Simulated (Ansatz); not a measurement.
`CS[SiH](Cl)Cl` + H₂ → `Cl[SiH2]Cl` + CH₃SH at 298.15 K and 1 bar (hydrogenolysis of the Si–S bond).

Gas-phase electronic energies from Ansatz, PBE0-D4/def2-TZVP geometries. CBS: MP2 limit from def2 TZ/QZ plus the TZ coupled-cluster correction, frozen cores. This one scheme is used for every species. Each species was taken in one conformer, which may not be the lowest.

| species | CCSD(T)/CBS energy (Eh) | H − E (kJ/mol) | S (J/(mol·K)) |
| --- | --- | --- | --- |
| `CS[SiH](Cl)Cl` | -1647.00366 | 159.0 | 373.2 |
| H₂ | -1.17544 | 35.1 | 130.4 |
| `Cl[SiH2]Cl` | -1209.93203 | 67.2 | 287.0 |
| CH₃SH | -438.22835 | 133.0 | 253.2 |

H − E and S are ideal-gas, rigid-rotor, harmonic terms from PBE0-D4/def2-TZVP, for one conformer and one mirror image of each species. The MP2-based limit puts H₂ 0.8 mEh under its directly extrapolated value; such offsets cancel only in part. 1 Eh = 2625.50 kJ/mol, R = 8.31446 J/(mol·K).

**Question.** By hand: ΔE, ΔH, ΔS and ΔG.

**Answer.** ΔE = (-1209.93203) + (-438.22835) − (-1647.00366) − (-1.17544) = 0.01872 Eh = 49.1 kJ/mol. Δ(H − E) = 67.2 + 133.0 − 159.0 − 35.1 = 6.1, so ΔH = 55.2 kJ/mol. ΔS = 287.0 + 253.2 − 373.2 − 130.4 = 36.6 J/(mol·K). ΔG = 55.2 − 298.15 × (36.6)/1000 = 44.3 kJ/mol.

**Question.** By hand: the equilibrium constant, and the temperature at which ΔG would vanish if ΔH and ΔS stayed fixed.

**Answer.** log₁₀ K = −ΔG/(RT ln 10) = -7.8. ΔG = 0 at ΔH/ΔS = 1508 K.

ΔH outweighs TΔS. A doubt of 5 kJ/mol in ΔE shifts log₁₀ K by 0.9 here. Other conformers and mirror images would add mixing entropy, several J/(mol·K) or more a flexible species. Modes under 60 cm⁻¹, often nearly free rotors, make the harmonic entropy too high. These are equilibria of isolated gas molecules and say nothing of rates. Largest T1 diagnostic: 0.010 (customary marks: 0.02 for closed shells, 0.045 for open ones).
